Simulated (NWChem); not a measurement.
System: BIF₂; SMILES B(I)(F)F

NWChem input:

```
start job
memory heap 200 mb stack 900 mb global 1100 mb
geometry units angstroms noautoz
  B      0.000000     0.000000     1.313693
  F      0.000000    -1.128651     1.976923
  F      0.000000     1.128651     1.976923
  I      0.000000     0.000000    -0.809351
end
basis spherical
  * library def2-svp
end
ecp
  I library def2-ecp
end
dft
  xc m06-l
  grid coarse
  iterations 150
  mulliken
end
task dft gradient
```

Excerpt of the output:

```
             Northwest Computational Chemistry Package (NWChem) 7.3.0
             --------------------------------------------------------

 C2V symmetry detected

                             Geometry "geometry" -> ""
                             -------------------------

 Output coordinates in angstroms (scale by  1.889725989 to convert to a.u.)

  No.       Tag          Charge          X              Y              Z
 ---- ---------------- ---------- -------------- -------------- --------------
    1 B                    5.0000     0.00000000     0.00000000     1.32346305
    2 F                    9.0000     0.00000000    -1.12865100     1.98669305
    3 F                    9.0000     0.00000000     1.12865100     1.98669305
    4 I                   53.0000     0.00000000     0.00000000    -0.79958095

 Effective nuclear repulsion energy (a.u.)     289.3538093082

      Symmetry information
      --------------------

 Group name             C2v
 Group number             16
 Group order               4
 No. of unique centers     3

                                 NWChem DFT Module
                                 -----------------

 Summary of "ao basis" -> "ao basis" (spherical)
 ------------------------------------------------------------------------------
       Tag                 Description            Shells   Functions and Types
 ---------------- ------------------------------  ------  ---------------------
 B                          def2-svp                 6       14   3s2p1d
 F                          def2-svp                 6       14   3s2p1d
 I                          def2-svp                10       26   4s4p2d

      Symmetry analysis of basis
      --------------------------

        a1         29
        a2          7
        b1         13
        b2         19

            General Information
            -------------------
          SCF calculation type: DFT
          Wavefunction type:  closed shell.
          No. of atoms     :     4
          No. of electrons :    48
           Alpha electrons :    24
            Beta electrons :    24
          Charge           :     0
          Spin multiplicity:     1
          Use of symmetry is: on ; symmetry adaption is: on
          Maximum number of iterations: 150
          AO basis - number of functions:    68
                     number of shells:    28
          Convergence on energy requested:  1.00D-06
          Convergence on density requested:  1.00D-05
          Convergence on gradient requested:  5.00D-04

              XC Information
              --------------
                        M06-L Method XC Functional
                         M06-L Exchange Functional  1.000
                       M06-L Correlation Potential  1.000

             Grid Information
             ----------------
          Grid used for XC integration:  coarse
          Radial quadrature: Mura-Knowles
          Angular quadrature: Lebedev.
          Tag              B.-S. Rad. Rad. Pts. Rad. Cut. Ang. Pts.
          ---              ---------- --------- --------- ---------
          B                   0.85       35           8.0       302
          F                   0.50       35           8.0       302
          I                   1.40      104           8.0       302
          Grid pruning is: on
          Number of quadrature shells:   174
          Spatial weights used:  Erf1

      Superposition of Atomic Density Guess
      -------------------------------------

 Sum of atomic energies:        -570.21613728

      Non-variational initial energy
      ------------------------------

 Total energy =    -520.620507
 1-e energy   =   -1157.934594
 2-e energy   =     471.574573
 HOMO         =      -0.354687
 LUMO         =       0.073337

      Symmetry analysis of molecular orbitals - initial
      -------------------------------------------------

  Numbering of irreducible representations:

     1 a1          2 a2          3 b1          4 b2

  Orbital symmetries:

     1 a1          2 b2          3 a1          4 a1          5 a1
     6 b2          7 b1          8 a1          9 b2         10 b1
    11 a1         12 a2         13 a1         14 b2         15 a1
    16 a1         17 b2         18 b1         19 a1         20 a2
    21 b2         22 a1         23 b1         24 b2         25 a1
    26 b1         27 a1         28 b2         29 a1         30 b1
    31 a1         32 b2         33 b1         34 a1

     ---------------------------------------------
      Total Density - Mulliken Population Analysis
     ---------------------------------------------

    Atom       Charge   Shell Charges
 -----------   ------   -------------------------------------------------------
    1 B    5     4.04   1.99  0.70  0.09  0.91  0.17  0.18
    2 F    9     9.34   1.99  1.15  0.72  3.50  1.98  0.00
    3 F    9     9.34   1.99  1.15  0.72  3.50  1.98  0.00
    4 I   25    25.28   1.83  0.22  1.22  0.67  2.93  3.13  2.63  2.64  9.82  0.19

   convergence    iter        energy       DeltaE   RMS-Dens  Diis-err
 ---------------- ----- ----------------- --------- --------- ---------
 d= 0,ls=0.0,diis     1   -522.2501996691 -6.88D+02  2.05D-02  7.63D-01
 d= 0,ls=0.0,diis     2   -522.1469054825  1.03D-01  1.21D-02  1.98D+00
 d= 0,ls=0.0,diis     3   -522.3466670335 -2.00D-01  1.06D-03  7.95D-03
 d= 0,ls=0.0,diis     4   -522.3473937166 -7.27D-04  3.90D-04  7.27D-04
 d= 0,ls=0.0,diis     5   -522.3440936571  3.30D-03  1.69D-04  2.40D-04
  Resetting Diis
 d= 0,ls=0.0,diis     6   -522.3441302668 -3.66D-05  2.78D-04  1.23D-04
 d= 0,ls=0.0,diis     7   -522.3441551552 -2.49D-05  2.68D-04  4.58D-05
 d= 0,ls=0.0,diis     8   -522.3441613328 -6.18D-06  1.34D-04  4.23D-05
 d= 0,ls=0.0,diis     9   -522.3441673578 -6.02D-06  3.67D-05  3.47D-06
 d= 0,ls=0.0,diis    10   -522.3441678256 -4.68D-07  1.18D-05  6.67D-07
 d= 0,ls=0.0,diis    11   -522.3441679226 -9.71D-08  1.26D-06  3.96D-09

         Total DFT energy =     -522.344167922643
      One electron energy =    -1159.015166836748
           Coulomb energy =      518.347524051099
    Exchange-Corr. energy =      -47.416038339010
 Nuclear repulsion energy =      165.739513202016

 Numeric. integr. density =       48.000015431906

                  Occupations of the irreducible representations
                  ----------------------------------------------

                     irrep           alpha         beta
                     --------     --------     --------
                     a1               11.0         11.0
                     a2                2.0          2.0
                     b1                4.0          4.0
                     b2                7.0          7.0

                       DFT Final Molecular Orbital Analysis
                       ------------------------------------

 Vector   22  Occ=2.000000D+00  E=-3.420805D-01  Symmetry=a1
              MO Center=  5.8D-17, -3.4D-15,  8.5D-02, r^2= 3.2D+00
   Bfn.  Coefficient  Atom+Function         Bfn.  Coefficient  Atom+Function
  ----- ------------  ---------------      ----- ------------  ---------------
    55      0.470294  4 I  pz                58      0.361572  4 I  pz
     6      0.266295  1 B  pz                20     -0.257832  2 F  pz
    34     -0.257832  3 F  pz                 2      0.200760  1 B  s
    52     -0.191769  4 I  pz                23      0.171037  2 F  pz
    37      0.171037  3 F  pz                45     -0.167021  4 I  s

 Vector   23  Occ=2.000000D+00  E=-2.651821D-01  Symmetry=b1
              MO Center= -5.0D-16, -1.0D-15, -6.2D-01, r^2= 2.2D+00
   Bfn.  Coefficient  Atom+Function         Bfn.  Coefficient  Atom+Function
  ----- ------------  ---------------      ----- ------------  ---------------
    53      0.580036  4 I  px                56      0.536444  4 I  px
    50     -0.238289  4 I  px                47     -0.192389  4 I  px
     4     -0.111683  1 B  px                18      0.088413  2 F  px
    32      0.088413  3 F  px                21     -0.067843  2 F  px
    35     -0.067843  3 F  px                67     -0.032940  4 I  d  1

 Vector   24  Occ=2.000000D+00  E=-2.539855D-01  Symmetry=b2
              MO Center= -6.7D-16,  2.2D-16, -7.1D-01, r^2= 2.1D+00
   Bfn.  Coefficient  Atom+Function         Bfn.  Coefficient  Atom+Function
  ----- ------------  ---------------      ----- ------------  ---------------
    54      0.600492  4 I  py                57      0.549233  4 I  py
    51     -0.245304  4 I  py                48     -0.197977  4 I  py
    20      0.083279  2 F  pz                34     -0.083279  3 F  pz
    23     -0.060235  2 F  pz                37      0.060235  3 F  pz
    11     -0.029266  1 B  d -1

 Vector   25  Occ=0.000000D+00  E=-3.710132D-02  Symmetry=b1
              MO Center=  3.5D-15, -1.8D-15,  1.1D+00, r^2= 2.4D+00
   Bfn.  Coefficient  Atom+Function         Bfn.  Coefficient  Atom+Function
  ----- ------------  ---------------      ----- ------------  ---------------
     4      0.683774  1 B  px                 7     -0.480217  1 B  px
    56      0.279023  4 I  px                18     -0.247268  2 F  px
    32     -0.247268  3 F  px                21      0.232078  2 F  px
    35      0.232078  3 F  px                53      0.181137  4 I  px
    67      0.150526  4 I  d  1              62     -0.089001  4 I  d  1

[...]

                         DFT ENERGY GRADIENTS

    atom               coordinates                        gradient
                 x          y          z           x          y          z
   1 B       0.000000   0.000000   2.500983    0.000000   0.000000   0.002092
   2 F       0.000000  -2.132841   3.754305    0.000000   0.001963  -0.001713
   3 F       0.000000   2.132841   3.754305    0.000000  -0.001963  -0.001713
   4 I       0.000000   0.000000  -1.510989    0.000000   0.000000   0.001334
```

Level: M06-L/def2-SVP with def2 effective core potentials on I. The geometry was optimised at PBE0/def2-SVP. def2 effective core potentials on I; no spin-orbit coupling.
